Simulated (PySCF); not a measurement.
**From computed data to an observable: entropy of an ideal gas**

CNO, SMILES C(=O)=[N] (connectivity only; charge and spin as stated), charge -1, multiplicity 1.

Geometry: B3LYP-D3(BJ)/def2-TZVPD. The multiplicity is an assumed one; other spin states were not compared. The isomer is the one that the SMILES or the coordinates give; other isomers of the formula were not compared.

B3LYP-D3(BJ)/def2-TZVPD in PySCF gives the harmonic wavenumbers 637, 637, 1250, 2201 cm⁻¹ and the rotational temperature 0.5570 K. The molar mass is 42.02 g/mol, the symmetry number 1, the spin multiplicity 1.

Question: Work out the entropy at 298.15 K and 1 atm in the rigid-rotor, harmonic-oscillator model.

Answer: 
Translation (Sackur–Tetrode at 1 atm): S = R[1.5 ln M + 2.5 ln T − 1.16487] = 155.4 J/(mol K).
Rotation: q = T/(σ θ) = 535, S = R[ln q + 1] = 60.6 J/(mol K).
Vibration: with u = 1.4388 ν/T, each mode gives R[u/(e^u − 1) − ln(1 − e^−u)]:
```csv
ν (cm⁻¹),modes,u,S (J/(mol K))
637,2,3.07,3.27
1250,1,6.03,0.14
```
The stiffer modes add less than 0.005 each. Sum 3.4 J/(mol K).
Spin: R ln 1 = 0.0 J/(mol K).
Total 219.3 J/(mol K); the program's own thermochemistry gives 219.3. Translation makes up 71 % and vibration 2 %. Anharmonicity, hindered rotation and orbital degeneracy are left out.
